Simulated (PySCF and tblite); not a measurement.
Results of a calculation; reference values are marked as such.
C₆H₅FSe, numbered as in [CH2:1]=[CH:2][c:3]1[cH:4][cH:5][se:6][c:7]1[F:8]. Free energies: PBE0-D3(BJ)/pcSseg-1 on GFN2-xTB structures plus GFN2-xTB thermal terms, symmetry and mirror images included. Conformers within 2.5 kcal/mol (GFN2-xTB free energy) were kept, 4 at most. GIAO shieldings: PBE0/pcSseg-1. Shifts are against TMS (¹H), TMS (¹³C), CFCl3 (¹⁹F), Me2Se (⁷⁷Se) at the same level. Run with PySCF (density fitting) and tblite.

Torsions listed: C1–C2–C3–C4.

```tsv
conformer	shape	point group	mirror pair	ΔE(DFT)	Δ(G−E) at 350 K	δ Se6 (ppm)
1	0°	Cs	no	0.00	0.00	494.4
2	180°	Cs	no	1.04	0.08	525.8
```

Energies in kcal/mol; the thermal term leaves out symmetry numbers and mirror images.

Q: Work out the weights at 350 K and the ⁷⁷Se shift of Se6 under fast exchange.

A: RT = 0.696 kcal/mol. Each conformer gets RT ln(σ/g), with σ the rotational symmetry number and g = 2 for a mirror pair: 1: σ = 1, g = 1, G = 0.00 + 0.00 + 0.00 = 0.00, 0.00 above the lowest, exp(−ΔG/RT) = 1.000; 2: σ = 1, g = 1, G = 1.04 + 0.08 + 0.00 = 1.13, 1.13 above the lowest, exp(−ΔG/RT) = 0.197. The sum is 1.197, so the weights are 83.6, 16.4 %. The averaged shift is 499.6 ppm. At 298.15 K it is 498.6 ppm. At 298.15 K the leading conformer alone gives 494.4 ppm and bare DFT energies give 499.0 ppm.

Spin–orbit effects of the heavy atoms on shieldings are missing.
